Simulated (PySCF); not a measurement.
Method: PBE-D3(BJ)/def2-TZVP // B3LYP-D3(BJ)/def2-TZVP (PySCF). Isolated molecules, 0 K electronic values unless said otherwise. One relaxed conformer stands for a flexible species; it need not be the lowest. Excitations are Tamm–Dancoff values on a coarser integration grid. The basis has no diffuse functions, so Rydberg states are missing or too high.

Reference species (SMILES): `[SiH3]C1=CCC1` (neutral, multiplicity 1).

```yaml
S1 excitation (TDA): 6.10 eV
S1–T1 gap (TDA): 1.97 eV
```

Changed species: `CC[SiH]1C=C1` (C–C–Si–C torsion 25°).

Q: What does the change do to the S1 excitation (TDA) and S1–T1 gap (TDA)?

A: the S1 excitation (TDA) decreases by 0.93 eV, to 5.17 eV; the S1–T1 gap (TDA) falls by 1.24 eV, to 0.73 eV.
